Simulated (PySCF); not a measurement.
**Excited states of Rb⁺ (rubidium, charge +1)**

Ground state [Kr], ¹S. Calculation: PySCF 2.14, in def2-TZVP with the def2 core potential (28 electrons) (6s4p3d, 33 functions); a scalar-relativistic core potential. Vertical excitation energies in eV without spin-orbit coupling; excited terms of each kind are numbered among those the solver found. Frozen: nothing.

```tsv
term	leading excitation	EOM-EE-CCSD
1 3P°	4p → s	16.584
1 1P°	4p → s	16.936
1 3S	4p → p	18.832
1 3D	4p → p	19.350
1 1D	4p → p	19.485
1 1P	4p → p	19.619
1 3P	4p → p	19.621
1 1S	4p → p	19.992
2 1P°	4p → d	21.087
2 3S	4p → p	22.895
2 1D	4p → p	23.110
2 3P°	4p → d	23.237
1 3F°	4p → d	23.354
1 1F°	4p → d	23.475
```

The spin-orbit splitting of the hole, absent here, rivals or exceeds the spacing of these terms, so the LS terms are model states.

The solver can miss terms. Rydberg members are limited by the diffuse functions of the basis.
